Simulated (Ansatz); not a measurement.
Geometry optimisation, RKS B3LYP-D4/def2-mTZVP (Ansatz).

Input:

```yaml
crystal:
  periodic: [false, false, false]
  atoms:
    - { symbol: Ge, position_ang: [0.0, 0.0, 0.0] }
    - { symbol: H, position_ang: [0.0, 0.0, 1.9] }
    - { symbol: H, position_ang: [1.4616, 0.0, -0.5162] }
    - { symbol: H, position_ang: [-0.73, 1.2648, -0.5162] }
    - { symbol: H, position_ang: [-0.73, -1.2648, -0.5162] }
    - { symbol: "N", position_ang: [-2.0973, 0.0, 0.6969] }
    - { symbol: H, position_ang: [-2.8173, -0.6071, 0.2106] }
    - { symbol: H, position_ang: [-2.3831, 0.6071, 1.5174] }
    - { symbol: H, position_ang: [-1.0245, 0.0, 1.831] }
basis:
  gaussian: { orbitals: def2-mTZVP }
hamiltonian:
  xc: b3lyp
  dispersion: d4
relax:
  f_tol: 0.15
  max_steps: 25
  restrain:
    - { distance: [0, 5], at: 1.91, k: 30.0 }
    - { distance: [8, 1], at: 0.66, k: 30.0 }
    - { distance: [0, 1], at: 2.75, k: 30.0 }
    - { distance: [8, 5], at: 2.26, k: 30.0 }
output:
  orbitals: {}
```

Command:

```bash
$ ansatz run input.yaml --threads 1 --pin off --max-ram 2048MiB --backend cpu --events-out ev --progress --plain --runs-dir out
```

**Question.** Where does it end, and by what steps?

**Answer.** The run converged. The restraints hold the end off the free minimum; the threshold counts their pulls, which the force column leaves out. Restrained pairs: Ge1–N6 (2.21 → 1.89 Å), H2–H9 (1.03 → 0.71 Å), Ge1–H2 (1.90 → 2.77 Å), N6–H9 (1.56 → 2.28 Å). After 11 steps the energy has fallen by 4.326 eV (the restraints' own energy left out); H3 moved furthest, 1.09 Å.

```tsv
step	energy less start (eV)	largest force component (eV/Å)	accepted
0	0.0000	2.858	yes
1	-0.3945	2.358	yes
2	-1.0493	2.588	yes
3	-2.3667	2.782	yes
4	-3.1809	1.991	yes
5	-3.6955	1.600	yes
6	-4.0552	1.236	yes
7	-4.2448	1.373	yes
8	-4.3096	1.475	yes
9	-4.3192	0.965	no
10	-4.3289	1.192	yes
11	-4.3255	1.455	yes
```

```xyz
9
Properties=species:S:1:pos:R:3
Ge -0.516 0.061 -0.447
H -0.025 -0.138 2.269
H 0.801 -0.066 0.352
H -0.506 1.400 -1.203
H -0.615 -1.123 -1.423
N -2.124 0.032 0.540
H -2.337 -0.839 1.013
H -2.269 0.805 1.177
H -0.730 -0.132 2.330
```

The run took 39 s on 1 thread of Arm Neoverse V1 (shared host), peak memory 0.14 GiB.
